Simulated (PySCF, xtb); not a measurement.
ZrF₃Cl, SMILES [F][Zr]([F])([F])[Cl], multiplicity 1.

GFN2-xTB (xtb) at its own geometry gives an orbital gap of 4.10 eV and a dipole moment of 1.36 D.

Geometry optimised at r2SCAN-D4/def2-SVP. The spin state was assumed, not searched. The def2 effective core potentials stand for the cores of Zr; spin–orbit coupling is left out.

Q: What does HF/def2-TZVP run with PySCF give? (The exact figures need the calculation; the answer reports its results.)

A: gap 14.66 eV (levels -13.42 and 1.24 eV), dipole 0.01 D.
